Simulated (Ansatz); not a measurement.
Species: N-dibromoboranyl-N-methylmethanamine, C$_{2}$H$_{6}$BBr$_{2}$N, net charge 0, singlet state. SMILES: CN(C)B(Br)Br
Geometry from a B3LYP-D3(BJ)/def2-TZVP (Ansatz, a first-principles code) optimisation:
```
N
B 1 1.3855
C 1 1.4596 2 124.20
H 3 1.0840 1 110.86 2 0.00
H 3 1.0934 4 108.99 1 121.10
H 3 1.0934 4 108.99 5 117.81
C 1 1.4596 2 124.20 3 -180.00
H 7 1.0840 1 110.86 2 0.00
H 7 1.0934 8 108.99 1 -121.10
H 7 1.0934 8 108.99 9 -117.81
Br 2 1.9465 1 122.16 3 180.00
Br 2 1.9465 1 122.16 3 0.00
```

Quantity: atomisation energy, in kcal/mol. Terms: non-relativistic; LANL2DZ with its own core potentials from Na on; spin-orbit terms left out; 6-31G* and kin with 6d, 5d where marked; UHF or UKS for open shells; atomisation electronic, to ground-state atoms. Ab initio and DFT rows: single points at B3LYP-D3(BJ) geometries (Ansatz).

```
level                           program  atomisation energy (kcal/mol)
------------------------------  -------  -----------------------------
HF/STO-3G                        Ansatz                          977.9
HF/3-21G                         Ansatz                          741.2
HF/LANL2DZ                       Ansatz                          719.4
HF/6-31G*                        Ansatz                          784.8
HF/6-31G* with LANL2DZ past Ar   Ansatz                          770.8
```

No value to compare with is used here. The 5 habitual levels span 719.4 (HF/LANL2DZ) to 977.9 kcal/mol (HF/STO-3G).

The sets are all those run for this method; left out are runs that failed, that the program found above a lower state of the same kind, or whose <S^2> lies over 0.5 above the pure value.
